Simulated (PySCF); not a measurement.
Point-charge models of `C=C[C@H](CC)CC(=O)Cl` against its computed dipole.

Coordinates (GFN2-xTB, Å) and charges (e) from the PBE0/pcSseg-1 density (PySCF):

| atom | x | y | z | Mulliken | IAO | Hirshfeld | ESP-fitted |
| --- | --- | --- | --- | --- | --- | --- | --- |
| C1 | -1.502 | 1.985 | -0.810 | -0.1115 | -0.3169 | -0.0966 | -0.4484 |
| C2 | -0.676 | 1.368 | 0.013 | -0.1713 | -0.1363 | -0.0313 | -0.2659 |
| C3 | 0.104 | 0.135 | -0.335 | -0.3329 | -0.1047 | -0.0212 | +0.5621 |
| C4 | -0.216 | -1.000 | 0.647 | -0.2198 | -0.2499 | -0.0675 | -0.0978 |
| C5 | -1.673 | -1.434 | 0.551 | -0.2454 | -0.4178 | -0.1184 | -0.3693 |
| C6 | 1.606 | 0.466 | -0.305 | -0.1436 | -0.3082 | -0.0725 | -0.5501 |
| C7 | 2.429 | -0.585 | -0.966 | +0.2524 | +0.3765 | +0.1952 | +0.5064 |
| O8 | 2.089 | -1.473 | -1.669 | -0.2932 | -0.3456 | -0.1865 | -0.3866 |
| Cl9 | 4.163 | -0.365 | -0.615 | -0.1312 | -0.1131 | -0.0735 | -0.1655 |
| H10 | -2.045 | 2.868 | -0.521 | +0.1175 | +0.1533 | +0.0484 | +0.1982 |
| H11 | -1.673 | 1.627 | -1.812 | +0.1124 | +0.1468 | +0.0471 | +0.1749 |
| H12 | -0.521 | 1.742 | 1.017 | +0.1005 | +0.1384 | +0.0452 | +0.1526 |
| H13 | -0.158 | -0.189 | -1.346 | +0.1291 | +0.1408 | +0.0386 | -0.0111 |
| H14 | 0.430 | -1.852 | 0.428 | +0.1343 | +0.1384 | +0.0337 | +0.0657 |
| H15 | -0.002 | -0.666 | 1.665 | +0.1100 | +0.1251 | +0.0349 | +0.0334 |
| H16 | -1.895 | -1.794 | -0.451 | +0.1115 | +0.1397 | +0.0413 | +0.0835 |
| H17 | -1.876 | -2.236 | 1.256 | +0.1177 | +0.1434 | +0.0425 | +0.1135 |
| H18 | -2.336 | -0.601 | 0.771 | +0.1197 | +0.1415 | +0.0325 | +0.0994 |
| H19 | 1.793 | 1.400 | -0.845 | +0.1840 | +0.1814 | +0.0571 | +0.1811 |
| H20 | 1.954 | 0.614 | 0.719 | +0.1599 | +0.1672 | +0.0508 | +0.1241 |

What dipole does each set of charges give (1 e·Å = 4.803 D), and what does the density give?

The full density gives (-1.75, 1.80, 1.34) D, 2.85 D in size; dipole vectors point from the negative to the positive end.

```tsv
scheme	μx	μy	μz	size (D)	share of the full size (%)	angle to the full dipole (°)
Mulliken	-2.80	2.43	1.66	4.06	143	6
IAO	-1.30	2.21	1.64	3.04	107	13
Hirshfeld	-0.90	1.33	0.82	1.80	63	9
ESP-fitted	-1.84	1.78	1.35	2.89	102	1
```

Which set comes closest?

Length of the difference vector: ESP-fitted 0.09 D, IAO 0.68 D, Hirshfeld 1.11 D, Mulliken 1.26 D. Closest: ESP-fitted. 

What is left for the Hirshfeld atoms' own dipoles?

The Hirshfeld atoms' densities add up to the full density, so μ = Σ q r + Σ (atomic dipoles). The atomic dipoles sum to (-1.75, 1.80, 1.34) − (-0.90, 1.33, 0.82) = (-0.85, 0.47, 0.52) D, 1.11 D in size.

With the origin at the mean of the coordinates, (0.000, 0.001, -0.130) Å, which are the largest single terms, by size, of the Mulliken dipole along the direction of the full one?

O8 +4.14, C7 -2.74, Cl9 +1.91, H10 +1.63, C2 -1.11 D; all 20 atoms together +4.04 D. The single terms depend on the origin, their sum doesn't.

Give the size of the full dipole in other units.

2.85 D = 1.120 au = 0.592 e·Å = 9.49 × 10⁻³⁰ C·m.

The structure is a single GFN2-xTB conformer in the gas phase; no vibrational or solvent corrections.

The values belong to the conformer `[CH2:1]=[CH:2][C@H:3]([CH2:4][CH3:5])[CH2:6][C:7](=[O:8])[Cl:9]`: C1–C2–C3–C4 -123°, C2–C3–C4–C5 64°, C2–C3–C6–C7 -165°, C3–C6–C7–O8 14°.
